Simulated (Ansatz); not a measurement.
`[CH3][Mo](=[O])(=[O])[F]`, relaxed with RKS PBE0-D4/def2-TZVP in the Gaussian-basis code of Ansatz from a PBE-D4/def2-SVP geometry. The force threshold is 0.005 eV/Å; the program also tests the step.

Charge 0, multiplicity 1. Mo: def2 effective core potential.

Start:

```xyz
8

C     0.723    0.777   -0.299
Mo   -0.653   -0.703    0.273
O    -2.055    0.137    0.711
O    -0.983   -1.574   -1.140
F     0.054   -1.745    1.644
H     0.322    1.401   -1.124
H     0.936    1.426    0.577
H     1.656    0.281   -0.641
```

Question: By how much does the energy fall, and how many steps does the optimiser take? (Best estimate.)

Answer: Computed: 0.05 eV, in 4 steps.

Question: Which bonds change most? (Estimate.)

Answer: Computed: Mo2–O3 from 1.692 to 1.670 Å; Mo2–O4 from 1.692 to 1.670 Å; C1–H6 from 1.109 to 1.092 Å; C1–H8 from 1.111 to 1.094 Å.

Question: Give the relaxed structure. (An estimate is asked.)

Answer: Ansatz gave: 
```xyz
8

C     0.722    0.774   -0.298
Mo   -0.653   -0.697    0.267
O    -2.037    0.130    0.702
O    -0.975   -1.563   -1.124
F     0.051   -1.725    1.628
H     0.321    1.389   -1.106
H     0.932    1.409    0.568
H     1.639    0.284   -0.638
```
